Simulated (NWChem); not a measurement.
System: SnCl2, singlet; SMILES [Cl][Sn][Cl]

NWChem input:

```
start job
memory heap 200 mb stack 900 mb global 1100 mb
geometry units angstroms noautoz
  Sn     0.000000     0.000000     0.633027
  Cl    -1.844009     0.000000    -0.919961
  Cl     1.844009     0.000000    -0.919961
end
basis spherical
  Sn library def2-svpd
  Cl library def2-svpd
end
ecp
  Sn library def2-ecp
end
dft
  xc becke88 lyp
  iterations 200
  convergence diis 3
end
task dft gradient
```

NWChem printed, in part:

```
             Northwest Computational Chemistry Package (NWChem) 7.3.0
             --------------------------------------------------------

 C2V symmetry detected

                             Geometry "geometry" -> ""
                             -------------------------

 Output coordinates in angstroms (scale by  1.889725989 to convert to a.u.)

  No.       Tag          Charge          X              Y              Z
 ---- ---------------- ---------- -------------- -------------- --------------
    1 Sn                  50.0000     0.00000000     0.00000000     0.62859038
    2 Cl                  17.0000    -1.84400900     0.00000000    -0.92439762
    3 Cl                  17.0000     1.84400900     0.00000000    -0.92439762

 Effective nuclear repulsion energy (a.u.)     414.6160935735

      Symmetry information
      --------------------

 Group name             C2v
 Group number             16
 Group order               4
 No. of unique centers     2

                                 NWChem DFT Module
                                 -----------------

 Summary of "ao basis" -> "ao basis" (spherical)
 ------------------------------------------------------------------------------
       Tag                 Description            Shells   Functions and Types
 ---------------- ------------------------------  ------  ---------------------
 Sn                        def2-svpd                12       32   5s4p3d
 Cl                        def2-svpd                11       27   5s4p2d

      Symmetry analysis of basis
      --------------------------

        a1         34
        a2         11
        b1         26
        b2         15

            General Information
            -------------------
          SCF calculation type: DFT
          Wavefunction type:  closed shell.
          No. of atoms     :     3
          No. of electrons :    56
           Alpha electrons :    28
            Beta electrons :    28
          Charge           :     0
          Spin multiplicity:     1
          Use of symmetry is: on ; symmetry adaption is: on
          Maximum number of iterations: 200
          AO basis - number of functions:    86
                     number of shells:    34
          Convergence on energy requested:  1.00D-06
          Convergence on density requested:  1.00D-05
          Convergence on gradient requested:  5.00D-04

              XC Information
              --------------
                    Becke 1988 Exchange Functional  1.000
              Lee-Yang-Parr Correlation Functional  1.000

             Grid Information
             ----------------
          Grid used for XC integration:  medium
          Radial quadrature: Mura-Knowles
          Angular quadrature: Lebedev.
          Tag              B.-S. Rad. Rad. Pts. Rad. Cut. Ang. Pts.
          ---              ---------- --------- --------- ---------
          Sn                  1.45      123          11.0       590
          Cl                  1.00       88          13.0       590
          Grid pruning is: on
          Number of quadrature shells:   211
          Spatial weights used:  Erf1

      Superposition of Atomic Density Guess
      -------------------------------------

 Sum of atomic energies:       -1167.75189846

      Non-variational initial energy
      ------------------------------

 Total energy =   -1132.070221
 1-e energy   =   -2055.977936
 2-e energy   =     718.254934
 HOMO         =      -0.302098
 LUMO         =      -0.052169

      Symmetry analysis of molecular orbitals - initial
      -------------------------------------------------

  Numbering of irreducible representations:

     1 a1          2 a2          3 b1          4 b2

  Orbital symmetries:

     1 a1          2 b1          3 a1          4 b1          5 a1
     6 b1          7 a1          8 b2          9 b1         10 a2
    11 a1         12 b1         13 a1         14 b2         15 b1
    16 a1         17 a1         18 a2         19 b2         20 a1
    21 b1         22 a1         23 b1         24 a1         25 b2
    26 a2         27 b1         28 a1         29 b2         30 a1
    31 b1         32 a1         33 b1         34 a1         35 a1
    36 b2         37 b1         38 a2

   convergence    iter        energy       DeltaE   RMS-Dens  Diis-err
 ---------------- ----- ----------------- --------- --------- ---------
 d= 0,ls=0.0,diis     1  -1134.3991537298 -1.34D+03  3.00D-02  5.62D-01
 d= 0,ls=0.0,diis     2  -1133.8802721259  5.19D-01  1.96D-02  3.26D+00
 d= 0,ls=0.0,diis     3  -1134.4801375070 -6.00D-01  2.99D-03  3.96D-02
  Resetting Diis
 d= 0,ls=0.0,diis     4  -1134.4854848558 -5.35D-03  1.11D-03  7.16D-03
 d= 0,ls=0.0,diis     5  -1134.4865697375 -1.08D-03  4.37D-04  3.43D-04
 d= 0,ls=0.0,diis     6  -1134.4865357313  3.40D-05  2.73D-04  5.13D-04
 d= 0,ls=0.0,diis     7  -1134.4866099456 -7.42D-05  6.09D-05  2.53D-05
 d= 0,ls=0.0,diis     8  -1134.4866148511 -4.91D-06  1.20D-05  8.16D-07
 d= 0,ls=0.0,diis     9  -1134.4866149485 -9.74D-08  4.06D-06  1.34D-07

         Total DFT energy =    -1134.486614948480
      One electron energy =    -2057.016035317870
           Coulomb energy =      791.345382940489
    Exchange-Corr. energy =      -74.468743306195
 Nuclear repulsion energy =      205.652780735096

 Numeric. integr. density =       56.000000908472

                  Occupations of the irreducible representations
                  ----------------------------------------------

                     irrep           alpha         beta
                     --------     --------     --------
                     a1               12.0         12.0
                     a2                3.0          3.0
                     b1                9.0          9.0
                     b2                4.0          4.0

                       DFT Final Molecular Orbital Analysis
                       ------------------------------------

 Vector   26  Occ=2.000000D+00  E=-2.770460D-01  Symmetry=a2
              MO Center=  5.1D-15,  1.4D-16, -8.8D-01, r^2= 4.6D+00
   Bfn.  Coefficient  Atom+Function         Bfn.  Coefficient  Atom+Function
  ----- ------------  ---------------      ----- ------------  ---------------
    45      0.427561  2 Cl py                72     -0.427561  3 Cl py
    42      0.340728  2 Cl py                69     -0.340728  3 Cl py
    39      0.196463  2 Cl py                66     -0.196463  3 Cl py
    48      0.086307  2 Cl py                75     -0.086307  3 Cl py
    18      0.055332  1 Sn d -2              23     -0.034771  1 Sn d -2

 Vector   27  Occ=2.000000D+00  E=-2.668838D-01  Symmetry=b1
              MO Center= -4.7D-14,  6.8D-16, -8.7D-01, r^2= 4.7D+00
   Bfn.  Coefficient  Atom+Function         Bfn.  Coefficient  Atom+Function
  ----- ------------  ---------------      ----- ------------  ---------------
    44      0.356100  2 Cl px                71      0.356100  3 Cl px
    41      0.283260  2 Cl px                68      0.283260  3 Cl px
    46     -0.251173  2 Cl pz                73      0.251173  3 Cl pz
    43     -0.203208  2 Cl pz                70      0.203208  3 Cl pz
    38      0.162745  2 Cl px                65      0.162745  3 Cl px

 Vector   28  Occ=2.000000D+00  E=-2.573878D-01  Symmetry=a1
              MO Center=  1.1D-15,  6.5D-17, -2.5D-01, r^2= 5.0D+00
   Bfn.  Coefficient  Atom+Function         Bfn.  Coefficient  Atom+Function
  ----- ------------  ---------------      ----- ------------  ---------------
     3      0.410286  1 Sn s                 46     -0.377551  2 Cl pz
    73     -0.377551  3 Cl pz                43     -0.293341  2 Cl pz
    70     -0.293341  3 Cl pz                 4      0.284829  1 Sn s
    14      0.228800  1 Sn pz                40     -0.168582  2 Cl pz
    67     -0.168582  3 Cl pz                 2     -0.159867  1 Sn s

 Vector   29  Occ=0.000000D+00  E=-1.438604D-01  Symmetry=b2
              MO Center=  4.1D-15, -2.8D-15,  5.3D-01, r^2= 3.7D+00
   Bfn.  Coefficient  Atom+Function         Bfn.  Coefficient  Atom+Function
  ----- ------------  ---------------      ----- ------------  ---------------
    13      0.605949  1 Sn py                16      0.514499  1 Sn py
    45     -0.205281  2 Cl py                72     -0.205281  3 Cl py
    10     -0.181453  1 Sn py                 7     -0.167986  1 Sn py
    42     -0.148302  2 Cl py                69     -0.148302  3 Cl py
    39     -0.083042  2 Cl py                66     -0.083042  3 Cl py

 Vector   30  Occ=0.000000D+00  E=-6.554768D-02  Symmetry=a1
              MO Center=  1.1D-14, -8.8D-16,  5.7D-01, r^2= 5.6D+00
   Bfn.  Coefficient  Atom+Function         Bfn.  Coefficient  Atom+Function
  ----- ------------  ---------------      ----- ------------  ---------------
    14      0.504476  1 Sn pz                 5      0.498832  1 Sn s
    17      0.468914  1 Sn pz                 3     -0.437231  1 Sn s
     4     -0.371851  1 Sn s                 44      0.265798  2 Cl px
    71     -0.265798  3 Cl px                36      0.222147  2 Cl s
    63      0.222147  3 Cl s                 37     -0.197694  2 Cl s

[...]

                         DFT ENERGY GRADIENTS

    atom               coordinates                        gradient
                 x          y          z           x          y          z
   1 Sn      0.000000   0.000000   1.187864    0.000000   0.000000  -0.012402
   2 Cl     -3.484672   0.000000  -1.746858    0.008067   0.000000   0.006201
   3 Cl      3.484672   0.000000  -1.746858   -0.008067   0.000000   0.006201
```

Level: BLYP/def2-SVPD with def2 effective core potentials on Sn. Low-valent species are run as closed-shell singlets; no triplet was tried in these runs. Structure relaxed at the PBE-D3(BJ)/def2-SVP level. def2 effective core potentials on Sn; no spin-orbit coupling.
